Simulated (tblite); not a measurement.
Record of a relaxation.

C4H4F2GeO2.
Atom-mapped SMILES: `[O:1]=[CH:2][C:3]1=[CH:4][C@:5]([F:6])([GeH2:7][F:8])[O:9]1` (hydrogens: H10 on C2; H11 on C4; H12, H13 on Ge7)

Computed with GFN2-xTB (tblite), gas phase: L-BFGS steps from a force-field or distance-geometry start until the largest atomic force falls under 0.01 eV/Å. 14 of its 118 geometries are shown.

Step 0: E = -817.6443 eV, largest atomic force 4.865 eV/Å
```
atom  x, y, z in Å  |  force x, y, z in eV/Å
O1      3.413    0.049    0.691   -2.881  -2.065  -2.997
C2      2.667   -0.572   -0.148    2.151   2.530   3.355
C3      1.273   -0.175   -0.316    0.329  -0.287  -0.241
C4      0.516    0.771    0.206    0.387   3.245   3.604
C5     -0.663    0.377   -0.564    1.711   1.173  -1.298
F6     -0.949    1.384   -1.493   -0.293  -0.956   0.439
Ge7    -2.185   -0.260    0.418   -1.153  -0.089   1.422
F8     -3.572   -0.344   -0.648    0.341  -0.072   0.230
O9      0.211   -0.597   -1.091   -0.358  -2.826  -2.644
H10     3.109   -1.391   -0.677   -0.128  -0.525  -0.594
H11     0.677    1.537    0.954   -0.018  -0.013  -0.165
H12    -1.967   -1.601    1.150   -0.087   0.267  -0.508
H13    -2.534    0.822    1.501    0.000  -0.383  -0.603
```

Step 9: E = -818.4345 eV, largest atomic force 0.347 eV/Å
```
atom  x, y, z in Å  |  force x, y, z in eV/Å
O1      3.361    0.021    0.657    0.235  -0.252  -0.037
C2      2.648   -0.577   -0.110    0.044   0.070   0.084
C3      1.268   -0.155   -0.270    0.034   0.023  -0.078
C4      0.555    0.848    0.282    0.089   0.086  -0.060
C5     -0.571    0.406   -0.579   -0.079  -0.027  -0.117
F6     -1.014    1.265   -1.519   -0.105   0.153  -0.136
Ge7    -2.148   -0.248    0.472   -0.141  -0.030   0.246
F8     -3.510   -0.366   -0.588    0.046  -0.034  -0.065
O9      0.280   -0.600   -1.137   -0.077  -0.148   0.065
H10     3.003   -1.410   -0.743   -0.100   0.068   0.056
H11     0.710    1.608    1.006    0.011   0.225   0.176
H12    -1.999   -1.615    1.066    0.026  -0.076  -0.043
H13    -2.586    0.824    1.445    0.018  -0.057  -0.090
```

Step 18: E = -818.5058 eV, largest atomic force 0.195 eV/Å
```
atom  x, y, z in Å  |  force x, y, z in eV/Å
O1      3.472   -0.160    0.649    0.004   0.005   0.060
C2      2.639   -0.601   -0.097    0.075   0.056  -0.045
C3      1.296   -0.051   -0.229    0.024  -0.051  -0.002
C4      0.572    0.983    0.257   -0.015  -0.140   0.135
C5     -0.565    0.443   -0.542   -0.038   0.015  -0.074
F6     -1.067    1.212   -1.535   -0.061   0.127  -0.052
Ge7    -2.145   -0.277    0.500    0.090   0.040   0.013
F8     -3.449   -0.418   -0.632    0.067  -0.003   0.006
O9      0.305   -0.571   -1.052   -0.048  -0.055   0.031
H10     2.852   -1.441   -0.782   -0.119  -0.021   0.019
H11     0.686    1.753    0.988    0.045   0.101  -0.080
H12    -1.971   -1.679    1.018    0.004   0.079   0.012
H13    -2.631    0.807    1.439   -0.028  -0.153  -0.023
```

Step 27: E = -818.5280 eV, largest atomic force 0.114 eV/Å
```
atom  x, y, z in Å  |  force x, y, z in eV/Å
O1      3.495   -0.231    0.644   -0.035   0.057   0.064
C2      2.621   -0.619   -0.083   -0.025  -0.036  -0.095
C3      1.292   -0.031   -0.200    0.010  -0.016  -0.022
C4      0.567    1.012    0.266    0.112  -0.004   0.020
C5     -0.563    0.472   -0.535   -0.027   0.033   0.002
F6     -1.064    1.244   -1.524   -0.044   0.052  -0.084
Ge7    -2.119   -0.286    0.500   -0.010  -0.003   0.028
F8     -3.386   -0.446   -0.664   -0.009  -0.025  -0.033
O9      0.302   -0.556   -1.024   -0.040  -0.024   0.031
H10     2.757   -1.461   -0.785    0.006  -0.048   0.026
H11     0.703    1.853    0.908    0.028   0.035   0.049
H12    -1.930   -1.679    1.020    0.061  -0.025  -0.009
H13    -2.679    0.728    1.459   -0.027   0.004   0.022
```

Step 36: E = -818.5450 eV, largest atomic force 0.091 eV/Å
```
atom  x, y, z in Å  |  force x, y, z in eV/Å
O1      3.442   -0.250    0.649    0.026   0.010   0.031
C2      2.575   -0.654   -0.078   -0.008   0.009  -0.016
C3      1.264   -0.030   -0.212    0.022  -0.014   0.015
C4      0.600    1.058    0.241    0.039  -0.022  -0.003
C5     -0.575    0.547   -0.517    0.017  -0.037  -0.027
F6     -1.063    1.298   -1.527   -0.068   0.049   0.036
Ge7    -2.101   -0.280    0.512   -0.006   0.023   0.023
F8     -3.313   -0.506   -0.696   -0.053  -0.024  -0.027
O9      0.234   -0.536   -0.994    0.054  -0.011  -0.045
H10     2.713   -1.528   -0.741   -0.060   0.008   0.032
H11     0.794    1.909    0.859   -0.002  -0.024  -0.012
H12    -1.807   -1.670    0.991    0.060  -0.003  -0.010
H13    -2.768    0.643    1.495   -0.021   0.036   0.006
```

Step 45: E = -818.5515 eV, largest atomic force 0.092 eV/Å
```
atom  x, y, z in Å  |  force x, y, z in eV/Å
O1      3.432   -0.259    0.655   -0.033  -0.037  -0.012
C2      2.561   -0.671   -0.066   -0.045   0.032  -0.074
C3      1.262   -0.026   -0.227   -0.009   0.007   0.021
C4      0.607    1.065    0.232    0.037   0.011   0.009
C5     -0.576    0.568   -0.519    0.003  -0.021  -0.022
F6     -1.093    1.335   -1.503    0.000   0.037  -0.010
Ge7    -2.097   -0.278    0.512    0.070   0.039   0.037
F8     -3.303   -0.542   -0.693   -0.029  -0.034  -0.027
O9      0.226   -0.512   -1.017    0.023  -0.024   0.002
H10     2.682   -1.567   -0.703   -0.016   0.018   0.055
H11     0.819    1.913    0.847   -0.024  -0.006   0.028
H12    -1.723   -1.655    0.977   -0.005  -0.007   0.023
H13    -2.802    0.630    1.488    0.028  -0.016  -0.029
```

Step 54: E = -818.5583 eV, largest atomic force 0.077 eV/Å
```
atom  x, y, z in Å  |  force x, y, z in eV/Å
O1      3.406   -0.300    0.651    0.022  -0.026  -0.003
C2      2.519   -0.695   -0.059   -0.039  -0.006  -0.027
C3      1.256    0.002   -0.253   -0.015  -0.004   0.024
C4      0.611    1.093    0.220    0.004  -0.023   0.067
C5     -0.573    0.615   -0.538   -0.030  -0.013  -0.009
F6     -1.106    1.410   -1.488   -0.021  -0.013  -0.053
Ge7    -2.052   -0.287    0.504    0.009   0.036   0.048
F8     -3.262   -0.641   -0.675   -0.006  -0.041  -0.065
O9      0.223   -0.458   -1.061    0.010   0.028  -0.040
H10     2.585   -1.633   -0.641    0.024   0.027   0.014
H11     0.808    1.916    0.872    0.021   0.003   0.004
H12    -1.614   -1.634    1.002    0.008   0.017   0.010
H13    -2.805    0.611    1.448    0.014   0.015   0.030
```

Step 63: E = -818.5616 eV, largest atomic force 0.051 eV/Å
```
atom  x, y, z in Å  |  force x, y, z in eV/Å
O1      3.393   -0.320    0.649    0.006  -0.012   0.010
C2      2.499   -0.706   -0.056   -0.022  -0.007  -0.019
C3      1.246    0.009   -0.257    0.000  -0.014   0.000
C4      0.600    1.096    0.227    0.046  -0.016   0.015
C5     -0.576    0.634   -0.555   -0.014  -0.015   0.019
F6     -1.113    1.436   -1.496    0.000   0.003  -0.015
Ge7    -2.039   -0.281    0.499    0.020   0.008   0.042
F8     -3.229   -0.701   -0.680   -0.014  -0.008  -0.021
O9      0.223   -0.429   -1.089   -0.010  -0.007  -0.012
H10     2.552   -1.652   -0.627    0.002   0.038  -0.003
H11     0.802    1.902    0.897   -0.015   0.013   0.004
H12    -1.568   -1.607    1.027    0.011   0.021   0.003
H13    -2.795    0.618    1.444   -0.009  -0.003  -0.024
```

Step 72: E = -818.5642 eV, largest atomic force 0.054 eV/Å
```
atom  x, y, z in Å  |  force x, y, z in eV/Å
O1      3.369   -0.370    0.661    0.012   0.000   0.015
C2      2.474   -0.724   -0.060   -0.023  -0.020  -0.017
C3      1.232    0.008   -0.254    0.005   0.018   0.001
C4      0.596    1.100    0.233    0.025   0.008   0.006
C5     -0.579    0.658   -0.557   -0.022  -0.031  -0.002
F6     -1.113    1.464   -1.495   -0.010   0.031  -0.006
Ge7    -2.021   -0.270    0.505    0.020  -0.001   0.026
F8     -3.167   -0.771   -0.685   -0.037  -0.033  -0.021
O9      0.210   -0.408   -1.098    0.015  -0.012  -0.014
H10     2.517   -1.652   -0.658    0.023   0.004  -0.007
H11     0.789    1.897    0.916    0.033   0.027   0.015
H12    -1.478   -1.553    1.070   -0.029   0.018   0.013
H13    -2.833    0.623    1.406   -0.012  -0.008  -0.007
```

Step 81: E = -818.5686 eV, largest atomic force 0.051 eV/Å
```
atom  x, y, z in Å  |  force x, y, z in eV/Å
O1      3.335   -0.442    0.700   -0.016   0.010  -0.020
C2      2.470   -0.737   -0.082   -0.007  -0.005  -0.006
C3      1.229    0.004   -0.258    0.013   0.008   0.000
C4      0.602    1.092    0.248    0.008  -0.006   0.010
C5     -0.578    0.673   -0.553   -0.014  -0.021   0.001
F6     -1.103    1.500   -1.478   -0.006   0.023   0.015
Ge7    -2.027   -0.257    0.503   -0.020  -0.012   0.028
F8     -3.130   -0.890   -0.673    0.050  -0.002   0.008
O9      0.205   -0.388   -1.112    0.010  -0.009   0.006
H10     2.543   -1.608   -0.756    0.012  -0.014   0.005
H11     0.812    1.875    0.943   -0.007   0.010  -0.008
H12    -1.452   -1.472    1.180   -0.029   0.012  -0.022
H13    -2.910    0.649    1.321    0.007   0.007  -0.016
```

Step 90: E = -818.5705 eV, largest atomic force 0.037 eV/Å
```
atom  x, y, z in Å  |  force x, y, z in eV/Å
O1      3.319   -0.465    0.703    0.015   0.019  -0.009
C2      2.465   -0.745   -0.096   -0.031  -0.017  -0.011
C3      1.226    0.001   -0.266    0.020   0.015   0.004
C4      0.606    1.087    0.255    0.017  -0.004   0.015
C5     -0.579    0.681   -0.543   -0.006  -0.007   0.001
F6     -1.106    1.527   -1.451   -0.023   0.005  -0.011
Ge7    -2.028   -0.250    0.511   -0.005   0.011   0.004
F8     -3.073   -0.955   -0.672   -0.007   0.007  -0.025
O9      0.196   -0.376   -1.120    0.006  -0.013   0.010
H10     2.549   -1.604   -0.784   -0.009   0.005   0.004
H11     0.818    1.869    0.950    0.018  -0.002   0.009
H12    -1.453   -1.440    1.223    0.004  -0.007   0.026
H13    -2.945    0.670    1.274    0.002  -0.012  -0.018
```

Step 99: E = -818.5725 eV, largest atomic force 0.033 eV/Å
```
atom  x, y, z in Å  |  force x, y, z in eV/Å
O1      3.324   -0.483    0.679    0.029   0.014  -0.004
C2      2.460   -0.751   -0.114   -0.017  -0.019  -0.021
C3      1.226    0.005   -0.270    0.009   0.011   0.004
C4      0.618    1.091    0.265    0.015  -0.009   0.004
C5     -0.580    0.690   -0.515    0.002  -0.004  -0.006
F6     -1.126    1.540   -1.409    0.009   0.008  -0.011
Ge7    -2.031   -0.253    0.518   -0.016   0.019   0.003
F8     -2.995   -1.009   -0.703   -0.002  -0.003   0.009
O9      0.184   -0.366   -1.109    0.008   0.000   0.000
H10     2.530   -1.605   -0.811    0.003  -0.006   0.008
H11     0.853    1.870    0.957   -0.013   0.000   0.010
H12    -1.468   -1.406    1.299   -0.007   0.004  -0.001
H13    -3.000    0.678    1.195   -0.021  -0.016   0.005
```

Step 108: E = -818.5746 eV, largest atomic force 0.027 eV/Å
```
atom  x, y, z in Å  |  force x, y, z in eV/Å
O1      3.353   -0.479    0.628    0.018   0.018   0.002
C2      2.467   -0.754   -0.136   -0.022  -0.011  -0.011
C3      1.232    0.006   -0.272   -0.002  -0.003   0.014
C4      0.627    1.085    0.279    0.010   0.001   0.017
C5     -0.576    0.696   -0.500   -0.006  -0.006   0.005
F6     -1.118    1.557   -1.387    0.006   0.011  -0.004
Ge7    -2.043   -0.241    0.520   -0.011   0.005  -0.005
F8     -2.937   -1.058   -0.713   -0.012  -0.016   0.003
O9      0.183   -0.355   -1.107   -0.001  -0.004   0.008
H10     2.513   -1.622   -0.817   -0.004   0.002  -0.005
H11     0.856    1.849    0.990    0.008   0.007  -0.003
H12    -1.492   -1.355    1.365    0.005  -0.005  -0.008
H13    -3.070    0.673    1.133    0.012   0.004  -0.013
```

Step 117: E = -818.5755 eV, largest atomic force 0.007 eV/Å
```
atom  x, y, z in Å  |  force x, y, z in eV/Å
O1      3.381   -0.460    0.589    0.005   0.000   0.003
C2      2.476   -0.751   -0.149   -0.006  -0.001  -0.003
C3      1.233   -0.001   -0.260   -0.001   0.001  -0.002
C4      0.630    1.075    0.297    0.000   0.002   0.002
C5     -0.575    0.692   -0.484    0.001  -0.001   0.000
F6     -1.103    1.562   -1.372    0.000   0.000   0.000
Ge7    -2.059   -0.239    0.516    0.000   0.000  -0.004
F8     -2.931   -1.085   -0.714    0.001   0.001   0.001
O9      0.181   -0.361   -1.092    0.000  -0.002  -0.001
H10     2.513   -1.621   -0.828    0.001   0.001   0.001
H11     0.865    1.840    1.006    0.000   0.000   0.000
H12    -1.520   -1.339    1.386    0.001  -0.001   0.001
H13    -3.095    0.689    1.087   -0.002   0.001   0.002
```

**Question.** Summarise the path.

**Answer.** The energy falls by 21.47 kcal/mol from step 0 to step 117; nine tenths of that is first reached at step 15. It falls at every step. The largest force goes from 4.865 to 0.007 eV/Å. Among the bonds C5–Ge7 changes most, from 1.920 to 2.017 Å; the atoms move by 0.489 Å rms after alignment.

What follows is the cost of the whole relaxation. Hardware: an AMD EPYC with one thread, shared host. Cost: 2.8 s wall.
